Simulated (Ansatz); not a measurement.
`[Cl][In]([Cl])[SeH]` + HCl → `[Cl][In]([Cl])[Cl]` + H₂Se  (ligand exchange at the In–Se bond)

Computed with Ansatz on PBE0-D4/def2-TZVP structures; ΔE is electronic, products minus reactants. CCSD(T)/CBS is the MP2 limit (def2-TZVPP, def2-QZVPP) plus CCSD(T) − MP2 in def2-TZVPP, frozen cores. This one scheme is used for every species. Elements past krypton have def2 core potentials. For In, Se outer-core shells are correlated without core-valence functions, which leaves a few kJ/mol of doubt a bond. Scalar relativity is left out up to krypton. Each species was taken in one conformer, which may not be the lowest.

```tsv
species	CCSD(T)/def2-TZVPP energy (Eh)
`[Cl][In]([Cl])[SeH]`	-3509.80755
HCl	-460.33125
`[Cl][In]([Cl])[Cl]`	-1568.82091
H₂Se	-2401.31476
```

Problem. Work out ΔE.

Solution. ΔE = (-1568.82091) + (-2401.31476) − (-3509.80755) − (-460.33125) = 0.00313 Eh = +8.2 kJ/mol. CCSD(T)/CBS gives +9.9 kJ/mol.

Largest T1 diagnostic among the species: 0.012.

Leaving LDA and LC-ωPBE aside and taking each functional with its dispersion term where it has one, the values, not all of them listed here, spread over 12.7 kJ/mol, from B97M-V to PBE-D4. LDA lies +4.2 kJ/mol from PBE without D4. From BLYP to BHLYP (50 % exact exchange), in def2-TZVPP and without D4, ΔE moves by −3.4 kJ/mol.
